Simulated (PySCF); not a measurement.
# Working out the excitation energy of Se

Se [Ar] 3d10 4s2 4p4 (3P) → Se [Ar] 3d10 4s1 4p4 5s1 (5P). All numbers are calculated (PySCF 2.14, scalar relativity through the core potential, in aug-cc-pwCVDZ-PP with ECP10MDF (6s5p4d1f, 48 functions)). Frozen: nothing. Energies in hartree (1 hartree = 27.21139 eV):

| part | Se (lower) | Se (upper) |
| --- | --- | --- |
| UHF | -371.846570 | -371.248485 |
| MP2 opposite-spin | -0.328854 | -0.319900 |
| MP2 same-spin | -0.166433 | -0.165227 |

**Question.** What does Hartree-Fock give?

**Answer.** (-371.248485) − (-371.846570) = 0.598085 hartree = 16.275 eV.

**Question.** What do MP2 and SCS-MP2 (6/5 opposite-spin, 1/3 same-spin) give?

**Answer.** The opposite-spin parts differ by 0.244 eV and the same-spin parts by 0.033 eV. MP2: 16.275 + (0.244) + (0.033) = 16.552 eV. SCS-MP2: 16.275 + 1.2 × (0.244) + (0.033)/3 = 16.579 eV.

The upper state lies above the first ionisation limit, where it may autoionise and the basis confines it. A Rydberg-like electron needs more diffuse functions than a valence basis has.

A double-zeta basis recovers only part of the correlation energy.
